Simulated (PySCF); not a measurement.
Compound: C3H6BNO2.
SMILES: `C(C#[N+][BH3-])OC=O`

Level of theory: TDDFT PBE0/def2-SVPD, vertical, gas phase, core orbitals frozen in the response (PySCF). One conformer (not necessarily the lowest) at the PBE0-D3(BJ)/def2-SVP geometry, without solvent, vibrations or thermal averaging. Torsions of this conformer, `[BH3-:1][N+:2]#[C:3][CH2:4][O:5][CH:6]=[O:7]`: C3–C4–O5–C6 91°, C4–O5–C6–O7 0°.

Question: Predict the UV-vis stick spectrum at this level.

Answer: 

```tsv
state	E (eV)	E (hartree)	f	|μ| (D)	main configurations (H = HOMO, L = LUMO)
S1	5.08	0.1866	0.0037	0.44	H→L (88%), H→L+1 (8%)
S2	5.42	0.1993	0.056	1.65	H-1→L (69%), H→L+2 (24%)
S3	5.72	0.2103	0.0072	0.57	H-1→L+2 (80%), H-1→L+1 (15%)
S4	5.90	0.2168	0.0003	0.11	H-2→L+1 (53%), H-2→L (21%), H-1→L+1 (15%)
S5	6.02	0.2212	0.010	0.66	H→L+1 (88%), H→L (8%)
S6	6.13	0.2254	0.0063	0.52	H-1→L+1 (57%), H-2→L+1 (16%), H-1→L+2 (8%)
```

The lowest singlet lies at 5.08 eV (244 nm, ultraviolet) and is very weak; its leading configuration is HOMO→LUMO (88%). The most intense listed level is S2 at 5.42 eV (229 nm, f = 0.056), 0.35 eV above S1. Löwdin shares by element: HOMO hydrogen 40% or more, boron 38%, nitrogen 10%; LUMO carbon 44%, nitrogen 25% (atoms not listed hold the other 31%). The oscillator strengths of these states sum to 0.084; summed over the whole spectrum of an exact calculation they would give the number of electrons, 52 (Thomas–Reiche–Kuhn). Of the 6 states listed, 1 reaches f = 0.01 and 1 stays under 0.0005. Orbital energies (eV): HOMO-3 -10.58, HOMO-2 -9.61, HOMO-1 -7.93, HOMO -7.89, LUMO -1.46, LUMO+1 -1.12, LUMO+2 -0.76. Only the lowest 6 singlets were computed, as vertical energies without vibronic structure.
